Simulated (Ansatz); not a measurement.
C3H6OSSi (`C=C([SiH3])OC=S`), relaxed with RKS PBE-D4/def2-SVP in the Gaussian-basis code of Ansatz from a rough embedded geometry. The force threshold is 0.03 eV/Å; the program also tests the step.

Total charge 0; spin multiplicity 1.

Start:

```xyz
12

C     0.796   -1.304   -0.370
C    -0.099   -0.333   -0.097
Si   -1.045   -0.339    1.482
O    -0.405    0.727   -0.948
C     0.575    1.498   -1.403
S     0.209    2.707   -2.516
H     1.054   -2.091    0.258
H     1.303   -1.262   -1.384
H    -2.516   -0.514    1.283
H    -0.857    0.987    2.210
H    -0.549   -1.402    2.397
H     1.533    1.328   -0.913
```

| step | energy (eV) | largest force (eV/Å) | largest move (Å) |
| --- | --- | --- | --- |
| 1 | -23942.2914 | 3.499 | 0.000 |
| 2 | -23942.4418 | 1.358 | 0.193 |
| 3 | -23942.5427 | 1.326 | 0.115 |
| 4 (rejected) | -23942.5167 | 1.446 | 0.200 |
| 5 | -23942.6078 | 0.224 | 0.096 |
| 6 | -23942.6120 | 0.122 | 0.051 |
| 7 | -23942.6130 | 0.108 | 0.048 |
| 8 | -23942.6143 | 0.058 | 0.063 |
| 9 | -23942.6145 | 0.069 | 0.014 |
| 10 | -23942.6152 | 0.021 | 0.014 |

End:

```xyz
12

C     0.856   -1.190   -0.386
C    -0.070   -0.283   -0.009
Si   -1.101   -0.353    1.582
O    -0.408    0.816   -0.805
C     0.550    1.487   -1.491
S     0.221    2.611   -2.616
H     1.085   -2.040    0.272
H     1.384   -1.134   -1.352
H    -2.560   -0.432    1.234
H    -0.855    0.889    2.392
H    -0.681   -1.571    2.352
H     1.578    1.200   -1.173
```

Hardware: 4 threads of an Arm Neoverse V1 on a shared host. Wall time 18 s, peak host memory 0.17 GiB.
